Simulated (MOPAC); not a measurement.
A run for MOPAC: PM3 on NaN+, 2S+1 = 4, a spin state set in the input, which need not be the lowest, a point of a bond scan (R = 2.563 Å). Charge +1.

```
PM3 1SCF PRECISE CHARGE=1 UHF MS=1.5 THREADS=1
NNa

N      0.00000000 1     0.00000000 1     0.00000000 1
Na     0.00000000 1     0.00000000 1     2.56301900 1
```

Output:

```
*******************************************************************************
 **                                                                           **
 **                              MOPAC v23.2.5                                **
 **                                                                           **
 *******************************************************************************
 ** MOPAC's Digital Object Identifier: https://doi.org/10.5281/zenodo.6511958 **
 **                                                                           **
 ** Please cite the open-source release paper for use of this MOPAC version:  **
 ** J. E. Moussa and J. J. P. Stewart (2026)                                  **
 ** MOPAC: An open-source semiempirical molecular orbital program             **
 ** J. Open Source Softw., 11(119), 8025, https://doi.org/10.21105/joss.08025 **
 *******************************************************************************

                              PM3 CALCULATION RESULTS

 *******************************************************************************
 *  PM3        - The PM3 Hamiltonian to be used
 *  UHF        - UNRESTRICTED HARTREE-FOCK CALCULATION
 *
 *
 *
 *                 CHARGE ON SYSTEM = +1
 *
 *
 *
 *  MS=        - IN MECI, MAGNETIC COMPONENT OF SPIN =  1.5
 *  PRECISE    - TIGHTER CRITERIA TO BE USED
 *  1SCF       - DO 1 SCF AND THEN STOP
 *  THREADS=1  - MULTI-THREADING NOT USED
 *  T=         - A TIME OF 172800.0 SECONDS REQUESTED
 *  DUMP=N     - RESTART FILE WRITTEN EVERY 7200.0 SECONDS REQUESTED
 *******************************************************************************
PM3 1SCF PRECISE CHARGE=1 UHF MS=1.5 THREADS=1
 NNa

   ATOM   CHEMICAL          X               Y               Z
  NUMBER   SYMBOL      (ANGSTROMS)     (ANGSTROMS)     (ANGSTROMS)

     1       N          0.00000000  *   0.00000000  *   0.00000000  *
     2      Na          0.00000000  *   0.00000000  *   2.56301900  *



          CARTESIAN COORDINATES

    NO.       ATOM           X           Y           Z

     1         N          0.0000      0.0000      0.0000
     2        Na          0.0000      0.0000      2.5630

  N: (PM3): J. J. P. STEWART, J. COMP. CHEM. 10, 209 (1989).
 Na: (PM3): J. J. P. STEWART, J. MOL. MOD., 10, 155-164 (2004)

           Empirical Formula: N Na  =     2 atoms



      MOLECULAR POINT GROUP   :   C*v


          UHF CALCULATION, NO. OF ALPHA ELECTRONS =    4
                           NO. OF BETA  ELECTRONS =    1

 -------------------------------------------------------------------------------
 PM3 1SCF PRECISE CHARGE=1 UHF MS=1.5 THREADS=1
 NNa



     1SCF WAS SPECIFIED, SO BFGS WAS NOT USED
     SCF FIELD WAS ACHIEVED


                              PM3 CALCULATION
                                                       MOPAC v23.2.5 Linux




          FINAL HEAT OF FORMATION =        244.38075 KCAL/MOL =    1022.48905 KJ/MOL


          COSMO AREA              =        103.96 SQUARE ANGSTROMS
          COSMO VOLUME            =         94.80 CUBIC ANGSTROMS

          IONIZATION POTENTIAL    =         18.112608 EV
          ALPHA SOMO LUMO (EV)    =        -18.113 -4.433
          BETA  SOMO LUMO (EV)    =        -20.947 -5.906
          NO. OF ALPHA ELECTRONS  =          4
          NO. OF BETA  ELECTRONS  =          1
          MOLECULAR WEIGHT        =         36.9965         POINT GROUP:  C*v

          MOLECULAR DIMENSIONS (Angstroms)

            Atom       Atom       Distance
           Na     2    N     1     2.56302
           Na     2    N     1     0.00000
            N     1   Na     2     0.00000


          SCF CALCULATIONS        =          1





   ATOM   CHEMICAL          X               Y               Z
  NUMBER   SYMBOL      (ANGSTROMS)     (ANGSTROMS)     (ANGSTROMS)

     1       N          0.00000000  *   0.00000000  *   0.00000000  *
     2      Na          0.00000000  *   0.00000000  *   2.56301900  *

                             CARTESIAN COORDINATES

   1    N        0.000000000     0.000000000     0.000000000
   2   Na        0.000000000     0.000000000     2.563019000


           Empirical Formula: N Na  =     2 atoms



      MOLECULAR POINT GROUP   :   C*v


          ALPHA EIGENVALUES
 -24.35903 -18.21869 -18.11261 -18.11261  -4.43317  -3.18883  -3.18883  -2.53720


           BETA EIGENVALUES
 -20.94659  -5.90620  -5.59207  -5.59207  -4.41515  -3.03404  -3.03404  -2.10421


              NET ATOMIC CHARGES AND DIPOLE CONTRIBUTIONS

  ATOM NO.   TYPE          CHARGE      No. of ELECS.   s-Pop       p-Pop
    1          N           0.107441        4.8926     1.91049     2.98207
    2         Na           0.892559        0.1074     0.00140     0.10604
 DIPOLE           X         Y         Z       TOTAL
 POINT-CHG.     0.000     0.000     3.338     3.338
 HYBRID         0.000     0.000    -0.162     0.162
 SUM            0.000     0.000     3.176     3.176


          ATOMIC ORBITAL ELECTRON POPULATIONS

     Atom    s        px        py        pz
    1  N   1.91049   0.99564   0.99564   0.99078
    2 Na   0.00140   0.00436   0.00436   0.09732


                    (SZ)    =    1.500000
                    (S**2)  =    3.751863


          ATOMIC ORBITAL SPIN POPULATIONS

    Atom   Total    s     px     py     pz
         Atomic
    1  N  2.9972  0.028  0.996  0.996  0.978
    2 Na  0.0028  0.000  0.004  0.004 -0.006

 **********************
 *                    *
 * JOB ENDED NORMALLY *
 *                    *
 **********************




 == MOPAC DONE ==
```

The run finished.

Cost: roughly 0.020 core-seconds.
